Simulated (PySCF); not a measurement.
## ³¹P chemical shifts

Fast rotation and ring inversion assumed for equivalent nuclei, no solvent model, relativity neglected, single conformer. σ from GIAO-PBE0/pcSseg-1; GFN2-xTB geometry; PySCF.

Shieldings were converted by a linear fit to measured shifts: ³¹P (scatter 18.1 ppm rms vs H3PO4, solution or neat liquid). A few per cent of atoms miss by over 2 rms, more outside the fitted compound classes.

Q: Give the ³¹P shifts of `C=CC[P@](=O)(O)C1CC1`, `COC1=C(C)C[P@H](=O)C1`.

A: 
| compound | environment | δ (ppm) |
| --- | --- | --- |
| C=CC[P@](=O)(O)C1CC1 | phosphorus bonded to 2 C, 2 O | 37.9 |
| COC1=C(C)C[P@H](=O)C1 | phosphorus bonded to 2 C, O, H, in a 5-membered ring | 11.2 |

Q: Match the shifts 292.9, 274.7, 206.2, 40.5, 11.7 ppm to `O=P(O)(C1CC1)C1CC1`, `COC1=C(C)[P@H](=O)CC1`, `FC(F)(F)/C=P/c1cccnc1`, `COC(=O)c1sc(C)pc1C`, `FC(F)(F)/C=P\c1ccccn1`.

A: 292.9: FC(F)(F)/C=P/c1cccnc1 (phosphorus bonded to 2 C); 274.7: FC(F)(F)/C=P\c1ccccn1 (phosphorus bonded to 2 C); 206.2: COC(=O)c1sc(C)pc1C (phosphorus bonded to 2 C, in a 5-membered ring); 40.5: O=P(O)(C1CC1)C1CC1 (phosphorus bonded to 2 C, 2 O); 11.7: COC1=C(C)[P@H](=O)CC1 (phosphorus bonded to 2 C, O, H, in a 5-membered ring).
